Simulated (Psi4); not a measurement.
C₄H₉Cl₃Sn, triplet, at the geometry of the source list (a higher spin typed on purpose: for a closed-shell molecule this is an excited state) (all electrons, no relativity), with bond 12-2 at 1.3 times its length; Psi4 with HF/STO-3G.

Psi4 was given this input:
```
memory 2 GB

molecule {
0 3
C    -2.55570000    0.21460000    0.05930000
C    -1.07930000    0.34140000   -0.29060000
C    -0.31020000   -0.93140000    0.04990000
C     1.08890000   -0.96070000   -0.48800000
Sn    2.46520000    0.66390000    0.34860000
Cl    2.88530000    2.37870000   -1.19710000
Cl    1.72010000    1.73630000    2.30180000
Cl    4.57080000   -0.20270000    0.90680000
H    -3.03530000   -0.54530000   -0.55730000
H    -3.06480000    1.16040000   -0.09950000
H    -2.67630000   -0.06830000    1.10360000
H    -0.51835000    1.42664000    0.43337000
H    -0.97110000    0.56080000   -1.35220000
H    -0.30980000   -1.08030000    1.13240000
H    -0.83350000   -1.78830000   -0.39220000
H     1.62230000   -1.87260000   -0.23250000
H     1.13130000   -0.78260000   -1.55940000
}

set {
  basis sto-3g
  reference uhf
  scf_type out_of_core
}

energy('scf')
print_variables()
```

What the program printed (banner, timings and long lists left out):

```
   => Loading Basis Set <=

    Name: STO-3G
    Role: ORBITAL
    Keyword: BASIS

         ---------------------------------------------------------
                                   SCF
               by Justin Turney, Rob Parrish, Andy Simmonett
                          and Daniel G. A. Smith
                              UHF Reference
         ---------------------------------------------------------

  ==> Geometry <==

    Molecular point group: c1
    Full point group: C1

    Geometry (in Angstrom), charge = 0, multiplicity = 3:

       Center              X                  Y                   Z               Mass
    ------------   -----------------  -----------------  -----------------  -----------------
         C           -4.590136184247    -0.485577846159    -0.304576819901    12.000000000000
         C           -3.113736184247    -0.358777846159    -0.654476819901    12.000000000000
         C           -2.344636184247    -1.631577846159    -0.313976819901    12.000000000000
         C           -0.945536184247    -1.660877846159    -0.851876819901    12.000000000000
         SN           0.430763815753    -0.036277846159    -0.015276819901   119.902201630000
         CL           0.850863815753     1.678522153841    -1.560976819901    34.968852682000
         CL          -0.314336184247     1.036122153841     1.937923180099    34.968852682000
         CL           2.536363815753    -0.902877846159     0.542923180099    34.968852682000
         H           -5.069736184247    -1.245477846159    -0.921176819901     1.007825032230
         H           -5.099236184247     0.460222153841    -0.463376819901     1.007825032230
         H           -4.710736184247    -0.768477846159     0.739723180099     1.007825032230
         H           -2.552786184247     0.726462153841     0.069493180099     1.007825032230
         H           -3.005536184247    -0.139377846159    -1.716076819901     1.007825032230
         H           -2.344236184247    -1.780477846159     0.768523180099     1.007825032230
         H           -2.867936184247    -2.488477846159    -0.756076819901     1.007825032230
         H           -0.412136184247    -2.572777846159    -0.596376819901     1.007825032230
         H           -0.903136184247    -1.482777846159    -1.923276819901     1.007825032230

  Running in c1 symmetry.

  Rotational constants: A =      0.03421  B =      0.01566  C =      0.01531 [cm^-1]
  Rotational constants: A =   1025.59573  B =    469.50083  C =    459.02724 [MHz]
  Nuclear repulsion = 1266.076753981216370

  Charge       = 0
  Multiplicity = 3
  Electrons    = 134
  Nalpha       = 68
  Nbeta        = 66

  ==> Algorithm <==

  SCF Algorithm Type is OUT_OF_CORE.
  DIIS enabled.
  MOM disabled.
  Fractional occupation disabled.
  Guess Type is SAD.
  Energy threshold   = 1.00e-06
  Density threshold  = 1.00e-06
  Integral threshold = 1.00e-12

  ==> Primary Basis <==

  Basis Set: STO-3G
    Blend: STO-3G
    Number of shells: 47
    Number of basis functions: 83
    Number of Cartesian functions: 85
    Spherical Harmonics?: true
    Max angular momentum: 2

  ==> Integral Setup <==

  ==> DiskJK: Disk-Based J/K Matrices <==

    J tasked:                  Yes
    K tasked:                  Yes
    wK tasked:                  No
    Schwarz Cutoff:          1E-12

  Minimum eigenvalue in the overlap matrix is 2.0495366012E-01.
  Reciprocal condition number of the overlap matrix is 8.0342304546E-02.
    Using symmetric orthogonalization.

  ==> Pre-Iterations <==

  SCF Guess: Superposition of Atomic Densities via on-the-fly atomic UHF (no occupation information).

   -------------------------
    Irrep   Nso     Nmo
   -------------------------
     A         83      83
   -------------------------
    Total      83      83
   -------------------------

  ==> Iterations <==

                        Total Energy        Delta E     RMS |[F,P]|

   @UHF iter SAD: -7475.04586526187995   -7.47505e+03   0.00000e+00
   @UHF iter   1: -7481.46678409862761   -6.42092e+00   6.08691e-03 DIIS/ADIIS
   @UHF iter   2: -7481.66980395367318   -2.03020e-01   3.49938e-03 DIIS/ADIIS
   @UHF iter   3: -7481.76222806578699   -9.24241e-02   1.16256e-03 DIIS/ADIIS
   @UHF iter   4: -7481.79698458490839   -3.47565e-02   9.06272e-04 DIIS/ADIIS
   @UHF iter   5: -7481.81766107870317   -2.06765e-02   7.44640e-04 DIIS/ADIIS
   @UHF iter   6: -7481.84290486429290   -2.52438e-02   4.29978e-04 DIIS/ADIIS
   @UHF iter   7: -7481.84995920851179   -7.05434e-03   4.14997e-04 DIIS/ADIIS
   @UHF iter   8: -7481.85383226112390   -3.87305e-03   3.91027e-04 DIIS/ADIIS
   @UHF iter   9: -7481.86616719839913   -1.23349e-02   3.07664e-04 DIIS/ADIIS
   @UHF iter  10: -7481.86923872917578   -3.07153e-03   2.57938e-04 DIIS/ADIIS
   @UHF iter  11: -7481.86914933478147    8.93944e-05   1.58862e-04 DIIS/ADIIS
   @UHF iter  12: -7481.87027442482668   -1.12509e-03   4.67949e-05 DIIS
   @UHF iter  13: -7481.87033269764197   -5.82728e-05   2.96925e-05 DIIS
   @UHF iter  14: -7481.87035134378038   -1.86461e-05   1.23484e-05 DIIS
   @UHF iter  15: -7481.87035507019209   -3.72641e-06   7.10348e-06 DIIS
   @UHF iter  16: -7481.87035681969883   -1.74951e-06   4.51924e-06 DIIS
   @UHF iter  17: -7481.87035779958660   -9.79888e-07   2.05628e-06 DIIS
   @UHF iter  18: -7481.87035791034668   -1.10760e-07   1.06858e-06 DIIS
   @UHF iter  19: -7481.87035794510302   -3.47563e-08   3.02389e-07 DIIS
  Energy and wave function converged.

  ==> Post-Iterations <==

   @Spin Contamination Metric:   1.296598132E-02
   @S^2 Expected:                2.000000000E+00
   @S^2 Observed:                2.012965981E+00
   @S   Expected:                1.000000000E+00
   @S   Observed:                1.000000000E+00

    Orbital Energies [Eh]
    ---------------------

    Alpha Occupied:

[...]
    Alpha Virtual:

[...]
    Beta Occupied:

[...]
    Beta Virtual:

[...]
    Final Occupation by Irrep:
              A
    DOCC [    66 ]
    SOCC [     2 ]
    NA   [    68 ]
    NB   [    66 ]

  @UHF Final Energy: -7481.87035794510302

   => Energetics <=

    Nuclear Repulsion Energy =           1266.0767539812163704
    One-Electron Energy =              -12869.0999357885721111
    Two-Electron Energy =                4121.1528238622522622
    Total Energy =                      -7481.8703579451030237

  UHF NO Occupations:
  HONO-2 :   66  A 1.9982571
  HONO-1 :   67  A 1.0000000
  HONO-0 :   68  A 1.0000000
  LUNO+0 :   69  A 0.0017429
  LUNO+1 :   70  A 0.0013156
  LUNO+2 :   71  A 0.0012214
  LUNO+3 :   72  A 0.0007466

Computation Completed

Properties will be evaluated at   0.000000,   0.000000,   0.000000 [a0]

Properties computed using the SCF density matrix

 Multipole Moments:

 ------------------------------------------------------------------------------------
     Multipole            Electronic (a.u.)      Nuclear  (a.u.)        Total (a.u.)
 ------------------------------------------------------------------------------------

 L = 1.  Multiply by 2.5417464519 to convert [e a0] to [Debye]
 Dipole X            :         34.4743982          -36.1927882           -1.7183900
 Dipole Y            :          7.8948766           -9.6865309           -1.7916543
 Dipole Z            :          4.1178463           -5.0533617           -0.9355155
 Magnitude           :                                                    2.6529377

 ------------------------------------------------------------------------------------

  Variable Map:
  ----------------------------------------------------------------------------
[...]
  Array Variable Map:
  ----------------------------------------------------------------------------
[...]
[...]
```
